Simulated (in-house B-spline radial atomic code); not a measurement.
Ionising In26+ with different functionals

Computed with a B-spline radial code for spherical atoms: scalar-relativistic (spin-free X2C) Hamiltonian, Fermi nucleus of rms radius 4.6156 fm, spin-polarised at highest spin, spherical fractional occupations for the functionals. The ionisation energy is the difference of two self-consistent energies, [Ar] 3d5 → [Ar] 3d4, without Breit or QED terms; ε is the level of the shell that loses the electron (its least bound occupied spin orbital). There is no spin-orbit coupling in this Hamiltonian.

Hybrids are left out here: with spherical fractional occupations of an open shell their exact exchange keeps a self-interaction that integer-occupation calculations don't have.

```tsv
method	rung	ΔSCF (eV)	-ε(3d) (eV)
OLYP	GGA	?	?
PW91	GGA	1421.14	1383.34
revTPSS	meta-GGA	?	?
r2SCAN	meta-GGA	1424.26	1386.98
```

Q: What does OLYP give?

A: ΔSCF 1424.43 eV, and -ε(3d) = 1386.67 eV.

Q: What does revTPSS give?

A: ΔSCF 1420.70 eV, and -ε(3d) = 1383.02 eV.

Q: How do they compare with the NIST value?

A: NIST lists 1413 eV ± 4 (tabulated theory, ground level to ground level). Errors run from +7.70 to +11.43 eV. The correlated functionals all miss on the same side by more than they spread, so the cause is common to them (spin-orbit coupling, Breit-QED terms, multiplet and fine-structure energies, or a listed next ion that isn't the cheapest removal here) and closeness doesn't rank the functionals.
